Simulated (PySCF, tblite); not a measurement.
Problem. Give a GFN2-xTB geometry of `P(CCC)(C(OC)=O)C`.

Solution. 
```
atom  x, y, z in Å
C1    -3.0669   -0.2483    1.1336
C2    -2.5247    0.4600   -0.0991
C3    -1.0650    0.8639    0.0748
P4     0.0651   -0.5870    0.3684
C5     0.1716   -1.2749   -1.3494
C6     1.6316    0.3914    0.3294
O7     1.7388    1.5613    0.5858
O8     2.6409   -0.4366    0.0652
C9     3.9628    0.0933    0.0787
H10   -2.4818   -1.1444    1.3364
H11   -3.0052    0.4019    2.0030
H12   -4.1056   -0.5360    0.9880
H13   -2.6243   -0.1941   -0.9687
H14   -3.1165    1.3581   -0.2952
H15   -0.7100    1.4185   -0.7995
H16   -0.9575    1.5137    0.9477
H17    0.2993   -0.4832   -2.0871
H18    1.0083   -1.9680   -1.3988
H19   -0.7458   -1.8231   -1.5563
H20    4.2807    0.2979   -0.9452
H21    3.9864    1.0161    0.6608
H22    4.6072   -0.6611    0.5260
```

Any rigid rotation of these coordinates is as good. Atoms count from 1 in this order. Of the pairs four or more bonds apart, O7···H21 is among the closest relative to their van der Waals radii: 2.31 Å, 85 % of the sum of Bondi's values. P4 (phosphine phosphorus) is pyramidal (angles 100.2°, 97.4° and 95.7°, sum 293.3°, 0.91 Å off the plane of its three neighbours). The C–O distances run from 1.202 Å (C6=O7, drawn double) to 1.424 Å (O8–C9, drawn single), a spread of 0.222 Å. O8 (oxygen singly bound to a carbonyl carbon) is bent (angle 118.0°).

Bonds between heavy atoms (Å): C1–C2 1.522, C2–C3 1.525, C3–P4 1.862, P4–C5 1.853, P4–C6 1.847, C6=O7 1.202, C6–O8 1.332, O8–C9 1.424.

Structure optimised with GFN2-xTB, isolated species.

Point group: C1 (no symmetry element, even within 0.4 Å). Its lowest GFN2-xTB frequency is 16i cm⁻¹, too small to tell a flat minimum from a shallow saddle. The numbers are those of one conformer (C1–C2–C3–P4 61°, C2–C3–P4–C5 76°, C3–P4–C6–O7 25°, P4–C6–O8–C9 -176°). 3 starts were optimised and ended at 0.00, 0.30 and 0.43 kcal/mol (GFN2-xTB); the lowest of these is shown.

The numbers are calculated, not measured.
